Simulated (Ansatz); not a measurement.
Gas-phase electronic energies from Ansatz, PBE0-D4/def2-TZVP geometries. CCSD(T)/CBS is the MP2 limit (def2-TZVPP, def2-QZVPP) plus CCSD(T) − MP2 in def2-TZVPP, frozen cores. This one scheme is used for every species. DFT in def2-TZVPP. B3LYP here is the variant with VWN-RPA as its local correlation; programs differ in this. For Ge outer-core shells are correlated without core-valence functions, which leaves a few kJ/mol of doubt a bond. Scalar relativity is left out up to krypton. One conformer a species, not always the lowest.

Consider the germylene formation by 1,1-elimination: `[SH][GeH2][SH]` → `[SH][GeH]` + H₂S.

```
             level  ΔE (kcal/mol)  difference from CCSD(T)/CBS
         revPBE-D4           31.3                         -3.1
           PBE0-D4           36.4                          2.0
        r2SCANh-D4           37.4                          3.0
           ωB97X-V           36.9                          2.5
           ωB97M-V           33.2                         -1.2
            B2PLYP           32.1                         -2.3
               PBE           30.9                         -3.5
            r2SCAN           36.2                          1.8
              PBE0           34.8                          0.4
             B3LYP           27.4                         -7.0
     CCSD/def2-SVP           32.5                         -1.9
     HF/def2-TZVPP           31.8                         -2.6
    MP2/def2-TZVPP           40.0                          5.6
CCSD(T)/def2-TZVPP           36.0                          1.6
     HF/def2-QZVPP           31.5                         -2.9
SCS-MP2/def2-QZVPP           36.2                          1.8
       CCSD(T)/CBS           34.4                            0
```

**Question.** What do rigid-rotor, harmonic-oscillator terms from PBE0-D4/def2-TZVP frequencies (298.15 K, 1 bar) make of the CCSD(T)/CBS value? (Estimate.)

**Answer.** The calculation gave: ΔZPE = -2.3 kcal/mol, ΔH = +32.9 kcal/mol, ΔS = 139 J/(mol·K), ΔG = +23.0 kcal/mol.

Largest T1 diagnostic among the species: 0.015.

Leaving LDA and LC-ωPBE aside and taking each functional with its dispersion term where it has one, the values, not all of them listed here, spread over 13.3 kcal/mol, from BLYP-D4 to PBE-QIDH. LDA lies +8.1 kcal/mol from PBE without D4. From BLYP to BHLYP (50 % exact exchange), in def2-TZVPP and without D4, ΔE moves by +9.0 kcal/mol. At CCSD(T), def2-SVP lies −1.7 kcal/mol from the extrapolated value and def2-TZVPP +1.6 kcal/mol.
